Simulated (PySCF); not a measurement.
How the method changes the constants of SmCl

State: octet, about 6.0 electrons in the 4f shell (Mulliken), real f orbitals that mix terms. Set-up: Sm x2c-TZVPall, Cl x2c-TZVPall; spin-free X2C with a Gaussian nucleus (PySCF 2.14). De refers to Sm (4f6 6s2) + Cl in their high-spin ground configurations, without counterpoise correction. The functionals are run spin-unrestricted. A positive dipole means Sm(−)Cl(+).

```tsv
Level	Re (Å)	ωe (cm⁻¹)	De (eV)	μ (D)
UHF	2.660	273	n/a	-4.81
UHF-MP2	2.542	301	n/a	n/a
UHF-SCS-MP2	2.571	294	n/a	n/a
PBE	2.548	292	4.68	-4.55
BP86	2.553	291	4.61	-4.63
r²SCAN	2.555	295	5.01	-4.77
PBE0	2.557	293	4.61	-4.76
r²SCAN0	2.565	294	4.80	-4.96
```

The bond length runs from 2.542 Å (UHF-MP2) to 2.660 Å (UHF). De spans 4.61 eV (PBE0, global hybrid GGA) to 5.01 eV (r²SCAN, meta-GGA).

Correlated steps freeze 23 core orbitals. These are scalar-relativistic numbers at best; spin–orbit coupling would shift them, the dissociation energy most. With d or f electrons several states lie close, and the lowest PBE0 determinant need not be the measured ground state.

The whole job (state search and all levels along the bond) took about 13 min on 4 threads of Arm Neoverse N1 (shared host), peak memory 8.1 GiB.
